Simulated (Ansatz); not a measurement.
Reaction (atomization): `[BH2][InH][CH2]F` → B• + C• + F• + 5 H• + In•

Gas-phase electronic energies from Ansatz, PBE0-D4/def2-TZVP geometries. CCSD(T)/CBS is the MP2 limit (def2-TZVPP, def2-QZVPP) plus CCSD(T) − MP2 in def2-TZVPP, frozen cores. This one scheme is used for every species, atoms too. DFT in def2-TZVPP. No spin–orbit coupling; open shells (•) take unrestricted orbitals. Spin–orbit coupling would lower the free atoms: a little for B, C, F; strongly for In. def2 core potentials past Kr. For In outer-core shells are correlated without core-valence functions, so the limit isn't a true one: a few kJ/mol of doubt a bond, and 10 to 20 or more in all where bonds break to atoms. One conformer a species, not always the lowest.

```csv
species,r2SCAN energy (Eh)
`[BH2][InH][CH2]F`,-355.90598
B•,-24.63675
C•,-37.83292
F•,-99.72763
H•,-0.49993
In•,-190.18147
```

(1) Work out ΔE.

Largest T1 diagnostic among the species: 0.015.

## Answers

(1) ΔE = 5 × (-0.49993) + (-24.63675) + (-37.83292) + (-99.72763) + (-190.18147) − (-355.90598) = 1.02756 Eh = +2697.9 kJ/mol. CCSD(T)/CBS gives +2686.6 kJ/mol.

The D4 term adds +21.8 kJ/mol with B3LYP and +11.4 kJ/mol with PBE0; it sums over pairs of atoms, weighted by their polarisabilities, and B3LYP, whose exchange is more repulsive, gets the larger term. In def2-TZVPP, CCSD(T) changes the Hartree–Fock value by +655.0 kJ/mol (the triples alone add +35.5 kJ/mol) and MP2 by +675.6 kJ/mol; breaking electron pairs costs correlation energy, which Hartree–Fock lacks.

B3LYP here is the variant with VWN-RPA as its local correlation; programs differ in this.

For atomizations the MP2-based limit and the directly extrapolated one differ by several kJ/mol either way, and by 10 to 25 for some Ge, Se and Sn compounds, so smaller differences from it don't rank the levels.
